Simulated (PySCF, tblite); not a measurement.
Isomers of C8H10N2. All values are computed: GFN2-xTB (tblite) harmonic vibrations without scaling, gas phase. Against measured fundamentals such values can be off by several per cent, at times by over 20. One conformer each.

Electronic energies: PBE0/pcSseg-1 single points on the GFN2-xTB geometries (PySCF, gas phase).

```tsv
SMILES	electronic energy, lowest = 0 (kJ/mol)
Cc1cnncc1C1CC1	127.5
[H]/N=C(\C)Cc1cccnc1	0.0
C#CCn1ncc(C)c1C	189.6
C/N=C\c1ccncc1C	37.5
C#CCN1CCC(C=C)=N1	314.3
```

Problem. How do GFN2-xTB zero-point energies change the relative energies?

Solution. 
| SMILES | ZPE (kJ/mol) | of it from modes above 1550 cm⁻¹ | electronic (kJ/mol) | with ZPE, lowest = 0 (kJ/mol) | lowest mode (cm⁻¹) | rings |
| --- | --- | --- | --- | --- | --- | --- |
| [H]/N=C(\C)Cc1cccnc1 | 424.9 | 212.6 | 0.0 | 0.0 | 17 | 1 |
| C/N=C\c1ccncc1C | 422.7 | 209.4 | 37.5 | 35.2 | 47 | 1 |
| Cc1cnncc1C1CC1 | 426.6 | 183.1 | 127.5 | 129.1 | 24 | 2 |
| C#CCn1ncc(C)c1C | 420.4 | 206.0 | 189.6 | 185.0 | 46 | 1 |
| C#CCN1CCC(C=C)=N1 | 417.5 | 214.4 | 314.3 | 306.8 | 33 | 1 |

The zero-point energies span 9.1 kJ/mol, from `C#CCN1CCC(C=C)=N1` to `Cc1cnncc1C1CC1`. The order is unchanged.

Problem. And how do the electronic energies of GFN2-xTB itself compare?

Solution. `[H]/N=C(\C)Cc1cccnc1` 3.9; `C/N=C\c1ccncc1C` 0.0; `Cc1cnncc1C1CC1` 54.1; `C#CCn1ncc(C)c1C` 88.3; `C#CCN1CCC(C=C)=N1` 221.0 kJ/mol, lowest = 0. Against the energies above, taken from the same isomer `[H]/N=C(\C)Cc1cccnc1`, the largest difference is 105.2 kJ/mol.

Problem. What do entropy and thermal enthalpy add at 298.15 K and 1 bar (rigid rotor, harmonic oscillator, one conformer each)?

Solution. 
| SMILES | point group | symmetry number | S (J/(mol K)) | H − H(0) (kJ/mol) | ZPE + H − H(0) − TS (kJ/mol) |
| --- | --- | --- | --- | --- | --- |
| C/N=C\c1ccncc1C | C1 | 1 | 410.0 | 28.59 | 329.0 |
| C#CCn1ncc(C)c1C | C1 | 1 | 431.3 | 31.02 | 322.8 |
| C#CCN1CCC(C=C)=N1 | C1 | 1 | 421.1 | 29.78 | 321.7 |

Not tabulated: `[H]/N=C(\C)Cc1cccnc1` (lowest mode only 17 cm⁻¹); `Cc1cnncc1C1CC1` (lowest mode only 24 cm⁻¹).
